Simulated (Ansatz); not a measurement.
Stepwise reaction of `[F][Al]([Cl])[Cl]` with methanol, as a gas-phase model of exchange steps in deposition or etching. ΔE in kJ/mol.

Program: Ansatz. Geometries: PBE0-D4/def2-TZVP. ΔE: electronic, gas phase. CCSD(T)/CBS is the MP2 limit (def2-TZVPP, def2-QZVPP) plus CCSD(T) − MP2 in def2-TZVPP, frozen cores. This one scheme is used for every species. Functionals use def2-TZVPP. B3LYP here is the variant with VWN-RPA as its local correlation; programs differ in this. One conformer a species, not always the lowest.

| step | reaction | PBE-D4 | B3LYP-D4 | ωB97M-V | CCSD(T)/CBS |
| --- | --- | --- | --- | --- | --- |
| 1 | `[F][Al]([Cl])[Cl]` + CH₃OH → `C[O][Al]([F])[Cl]` + HCl | 25.6 | 18.9 | 23.3 | 23.2 |
| 2 | `C[O][Al]([F])[Cl]` + CH₃OH → `C[O][Al]([F])[O]C` + HCl | 37.3 | 30.5 | 35.8 | 35.3 |

By hand: ΔE of the 2 steps together at CCSD(T)/CBS.

(23.2) + (35.3) = 58.5 kJ/mol, or 29.2 kJ/mol a step.

In ΔE each step is higher than the one before. All are uphill at CCSD(T)/CBS. PBE-D4 differs from CCSD(T)/CBS by 2.0 to 2.4 kJ/mol a step. Isolated molecules leave out the surface, adducts and barriers. Largest T1 diagnostic: 0.012.
